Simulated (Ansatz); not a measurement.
```xyz
3

C    -0.0403   -0.0063   -0.1348
H    -0.0051    0.9937    0.2691
H    -0.0482   -1.0127    0.3279
```

Basis set: cc-pVDZ (spherical functions). Frozen core: 1 orbital. Charge 0, multiplicity 3.

Computed with Ansatz (development build ahead of 0.2.0); each method stands on the lowest determinant of its kind that the runs found.

Question: Give the atomization energy at this shape (free ground-state atoms in the same class of orbitals less the molecule, no zero-point energy) of triplet CH2 by UHF-MP2, UHF.

Answer:

```csv
method,atomization energy
UHF-MP2,7.69 eV
UHF,6.56 eV
```
